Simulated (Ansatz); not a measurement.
Molecule: C2H2F2, net charge 0, singlet state. SMILES: FC(=C)F
Geometry: optimised at B3LYP-D3(BJ)/def2-TZVP (Ansatz, a quantum-chemistry and plane-wave program).

Parts of the frozen-core correlation energy in aug-cc-pVTZ (Ansatz, hartree). Frozen orbitals: 4; correlated occupied orbitals by spin: 12 and 12; virtual: 214 and 214. No spin-orbit coupling. No relativistic terms.

```csv
term,value
reference (HF),-275.85293
MP2 opposite-spin,-0.62204
MP2 same-spin,-0.21168
CCSD correlation,-0.84535
(T),-0.03248
T1 diagnostic,0.013
largest doubles amplitude,0.087
```
